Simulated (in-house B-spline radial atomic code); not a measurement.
The numbers below are computed, except where a source is named.
Weak and strong correlation along the adiabatic connection

Two-electron singlets in several external potentials (atomic units), by full CI in B-splines with partial waves to l = 8 (correlation energies up to 0.6 % small). The repulsion is scaled by λ at fixed density; W(λ) is the mean repulsion less the Hartree energy, W(0) = E_x, and the area under W from 0 to 1 is E_xc.

Relative drop (W(λ) − E_x)/E_x:

```tsv
system	λ = 0.12	λ = 0.25	λ = 0.4	λ = 0.6	λ = 0.8	λ = 1
ω²r²/2 − Z/r, ω = 0.0446, Z = 0.3	0.0572	0.1025	0.1410	0.1782	0.2053	0.2259
ω²r²/2 − Z/r, ω = 0.219, Z = 0.5	0.0257	0.0500	0.0742	0.1015	0.1243	0.1435
ω²r²/2 − Z/r, ω = 0.0572, Z = 0.7	0.0376	0.0714	0.1035	0.1378	0.1649	0.1869
−Z exp(−kr)/r, Z = 1.38, k = 0.123	0.0190	0.0378	0.0574	0.0805	0.1008	0.1187
ω²r²/2 − Z/r, ω = 0.0801, Z = 0.3	0.0449	0.0831	0.1175	0.1525	0.1790	0.1998
−Z exp(−kr)/r, Z = 2.35, k = 0.292	0.0093	0.0189	0.0294	0.0426	0.0549	0.0664
−Z/r, Z = 2.13, wall at 0.477 bohr	0.0031	0.0064	0.0102	0.0150	0.0198	0.0245
```

(1) Order the systems by how far second-order (GL2) theory, half the initial slope (estimated from the first points of each curve), overshoots the correlation energy, least first.
A. ω²r²/2 − Z/r, ω = 0.0446, Z = 0.3
B. −Z exp(−kr)/r, Z = 1.38, k = 0.123
C. −Z exp(−kr)/r, Z = 2.35, k = 0.292
D. ω²r²/2 − Z/r, ω = 0.0572, Z = 0.7
E. ω²r²/2 − Z/r, ω = 0.219, Z = 0.5
F. ω²r²/2 − Z/r, ω = 0.0801, Z = 0.3
G. −Z/r, Z = 2.13, wall at 0.477 bohr

(2) What else changes along this order?

Answers

(1) G (GL2/E_c = 1.04), C (GL2/E_c = 1.13), B (GL2/E_c = 1.26), E (GL2/E_c = 1.38), D (GL2/E_c = 1.52), F (GL2/E_c = 1.69), A (GL2/E_c = 1.90).

(2) The ratio follows the bend of the curve. With it the leading natural occupation goes from 1.999 to 1.801 and −T_c/E_c from 0.96 to 0.54 between the first and the last.
